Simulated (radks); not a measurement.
Coulomb parameter of the 3d shell of the chromium ion Cr3+ in the model configuration [Ar] 3d2 4p1, as a second difference U = [E(n + 0.5) + E(n - 0.5) - 2 E(n)] / (0.5)^2 with all orbitals relaxed. "Bare": the charge of the atom changes with n. "Screened": the 4p shell takes up the change at fixed total charge, which measures U(3d,3d) + U(4p,4p) - 2 U(3d,4p). All-electron calculation, Dirac Kohn-Sham, PBE, spin-unpolarised, spherical densities, finite nucleus; open shells are shared between the two j in proportion to 2j + 1; Fermi nuclear charge, rms radius 3.6452 fm. Program: a radial shooting solver on a logarithmic mesh with Libxc functionals.

| case | configuration | E - E(n) (eV) |
|---|---|---|
| start | [Ar] 3d2 4p1 | 0.000 |
| bare +0.5 | [Ar] 3d2.5 4p1 | -21.240 |
| bare -0.5 | [Ar] 3d1.5 4p1 | 25.910 |
| screened +0.5 | [Ar] 3d2.5 4p0.5 | -10.101 |
| screened -0.5 | [Ar] 3d1.5 4p1.5 | 11.484 |

U(bare) = 18.681 eV, U(screened by 4p) = 5.530 eV.
